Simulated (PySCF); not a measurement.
Series: cyclic III–V and III–VI dimers. All species are isolated molecules in the gas phase. Strings in code marks are SMILES. In the def2 sets, heavy atoms carry core potentials. All members: neutral, multiplicity 1. Level: TPSSh-D3(BJ)/def2-TZVP // CAM-B3LYP-D3(BJ)/def2-SVP (PySCF), beside PBE-D3(BJ)/def2-TZVP // CAM-B3LYP-D3(BJ)/def2-SVP (PySCF) at the same geometries. Delta-SCF ions had no search for a lower state.  The removal energy is E(N − 1 electrons) − E(N electrons) at the parent's geometry.

```tsv
species	vertical ionisation energy (Delta-SCF), PBE (eV)	vertical ionisation energy (Delta-SCF), TPSSh-D3(BJ) (eV)
`[InH2-]1[SbH2+][InH2-][SbH2+]1`	8.02	8.22
`[SeH+]1[InH2-][SeH+][InH2-]1`	8.81	9.11
`[GaH2-]1[SeH+][GaH2-][SeH+]1`	9.06	withheld
`[BH2-]1[SeH+][BH2-][SeH+]1`	9.31	9.47
`[AlH2-]1[SH+][AlH2-][SH+]1`	9.45	9.82
`[BH2-]1[OH+][BH2-][OH+]1`	9.67	10.02
```

### Question
Fit y = a + b·x, y being the vertical ionisation energy (Delta-SCF) at the first level, to the 5 complete rows by least squares, with x = the PBE value in eV. Give a, b and the rms residual, and predict the withheld value.

### Answer
Means of the 5 rows: x̄ = 9.052, ȳ = 9.328 eV. Σ(x − x̄)² = 1.7305 and Σ(x − x̄)(y − ȳ) = 1.8563, so b = 1.073 and a = ȳ − b·x̄ = -0.385 eV. The rms residual is 0.071 eV. At x = 9.06 the line gives 9.34 eV. The run for `[GaH2-]1[SeH+][GaH2-][SeH+]1` gave 9.38 eV, so the line is off by 0.04 eV, within twice the rms residual.

Codes: PySCF.
